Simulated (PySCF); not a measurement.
InF2I, SMILES [In]([I])([F])[F]. Heavy atoms are numbered as in [In:1]([F:2])([F:3])[I:4].

Geometry optimised at r2SCAN-D4/def2-SVP. The def2 effective core potentials stand for the cores of I, In; spin–orbit coupling is left out.

Level of theory: PBE0/def2-TZVPD run with PySCF.

Mulliken values depend strongly on the basis, most of all with diffuse functions as here. ESP charges are fitted to the potential on shells at 1.4 to 2.0 van der Waals radii. Atomic charges (e), one atom of each kind:

```csv
atom,ESP fit,Mulliken
In1,0.94,1.23
F2,-0.40,-0.53
I4,-0.14,-0.17
```
